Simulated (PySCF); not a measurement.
An unknown is described by computed data only.

Elements present: C, H and N. Monoisotopic mass: 109.0760 u (electron mass counted); charge +1.

* NMR, other nuclei: isotropic shieldings of nuclei other than C and H, by class: -159 (1 N), 25 (1 N) ppm [GIAO PBE0/pcSseg-1]
* UV, first state: lowest singlet excitation: 3.92 eV (317 nm, f = 0.002) [TDDFT CAM-B3LYP/def2-SVPD]
* 13C NMR: chemical shifts (computed TMS as zero) by class: 176.5 (1 C), 160.2 (1 C), 138.2 (1 C), 135.7 (1 C), 47.7 (1 C), 26.3 (1 C) ppm [GIAO PBE0/pcSseg-1]
* 1H NMR: chemical shifts (computed TMS as zero) by class: 10.03 (1 H), 8.20 (1 H), 8.13 (1 H), 4.58 (3 H), 3.52 (3 H) ppm [GIAO PBE0/pcSseg-1]
* Triplet: lowest triplet excitation (Tamm–Dancoff): 3.21 eV [TDA CAM-B3LYP/def2-SVPD]
* Polarisability: 77.8 au [CAM-B3LYP/def2-SVPD]
* Rotational structure: rotational constants A, B, C: 3.925, 1.842, 1.273 GHz [GFN2-xTB]

Gas-phase values; electronic properties from PySCF, density fitting. Levels stand in brackets. Geometry: GFN2-xTB; no solvent, vibrations or thermal averaging. GFN2-xTB frequencies show an imaginary mode (39i cm⁻¹), so this geometry is no minimum at that level. Each NMR value is the plain mean over a class of atoms that symmetry, rotation or inversion makes alike.

Problem. Which formula fits the mass and the elements?

Solution. C6H9N2 (calculated 109.0760). No other formula that holds each of these elements comes within 0.0003 u with a fitting electron parity and a possible valence count.

Problem. Give a SMILES that accounts for the data.

Solution. Numbering: `[CH3:1][c:2]1[cH:3][n+:4]([CH3:5])[cH:6][cH:7][n:8]1`. 6 carbons fall into 6 classes; from least to most shielded: substituted aromatic carbon [C2] (176.5 ppm), aromatic CH next to a ring nitrogen [C7] (160.2 ppm), aromatic CH next to a ring nitrogen [C3] (138.2 ppm), aromatic CH next to a ring nitrogen [C6] (135.7 ppm), N-methyl carbon [C5] (47.7 ppm), benzylic-type carbon [C1] (26.3 ppm). Hydrogen classes from least to most shielded: 1 H on an aromatic CH next to a ring nitrogen, C7 (10.03 ppm), 1 H on an aromatic CH next to a ring nitrogen, C3 (8.20 ppm), 1 H on an aromatic CH next to a ring nitrogen, C6 (8.13 ppm), 3 H on an N-methyl carbon, C5 (4.58 ppm), 3 H on a benzylic-type carbon, C1 (3.52 ppm, a mean of values up to 0.7 ppm apart in this geometry). The other shieldings belong to: -159 ppm, ring nitrogen [N8]; 25 ppm, ring nitrogen [N4]. S1 is mainly HOMO→LUMO (weight 0.85); the largest Löwdin shares of the orbital it empties are 0.54 on a ring nitrogen, 0.10 on an aromatic CH next to a ring nitrogen, 0.10 on the substituted aromatic carbon and 0.07 on an aromatic CH next to a ring nitrogen, of the orbital it fills 0.23 on a ring nitrogen, 0.21 on a ring nitrogen, 0.15 on an aromatic CH next to a ring nitrogen and 0.13 on an aromatic CH next to a ring nitrogen. By its constants the optimised geometry is an asymmetric top. Structure: `Cc1c[n+](C)ccn1`. Computed isomers that give other values at the same levels: `C=C(C#N)C=[N+](C)C` (13C chemical shifts (computed TMS as zero) by class: 183.5 (1 C), 172.8 (1 C), 119.8 (1 C), 117.1 (1 C), 53.4 (1 C), 43.3 (1 C) ppm); `[NH3+]Cc1ccncc1` (13C chemical shifts (computed TMS as zero) by class: 161.6 (2 C), 138.0 (1 C), 126.2 (2 C), 53.4 (1 C) ppm). The assignments are read from this structure; whether some other isomer fits the data as well wasn't checked.
